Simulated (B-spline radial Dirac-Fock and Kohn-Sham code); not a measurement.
## X-ray lines that fill the L1 vacancy in Pd⁵⁺

System: the Pd⁵⁺ ion in the configuration [Kr] 4d5, inside a Watson sphere of charge -5 and radius 1.6 Å (a model of the Madelung potential; inside it an electron's potential energy is raised by 45.0 eV).

Calculated with a B-spline atomic structure program, using one-electron (LDA, Dirac) transition rates at Dirac-Fock energies.

| line | multipole | energy (eV) | width (meV) | share (%) |
| --- | --- | --- | --- | --- |
| L1-L2 | E1 | 279.2 | 0.0749 | 0.104 |
| L1-L3 | E1 | 436.3 | 0.605 | 0.843 |
| Lβ4 (L1-M2) | E1 | 3049.5 | 21.9 | 30.6 |
| Lβ3 (L1-M3) | E1 | 3077.7 | 36.8 | 51.3 |
| L1-M4 | E2 | 3272.2 | 0.241 | 0.336 |
| L1-M5 | E2 | 3277.5 | 0.359 | 0.501 |
| Lγ2 (L1-N2) | E1 | 3562.6 | 4.29 | 5.99 |
| Lγ3 (L1-N3) | E1 | 3567.4 | 7.36 | 10.3 |
| L1-N4 | E2 | 3622.3 | 0.0129 | 0.0179 |
| L1-N5 | E2 | 3622.9 | 0.0194 | 0.0271 |

The listed lines hold 100.0 % of the radiative rate. The radiative width is 0.0717 eV in the length form and 0.0715 eV in the velocity form; the two differ because the transition energies are not eigenvalue differences of the potential that gave the orbitals.
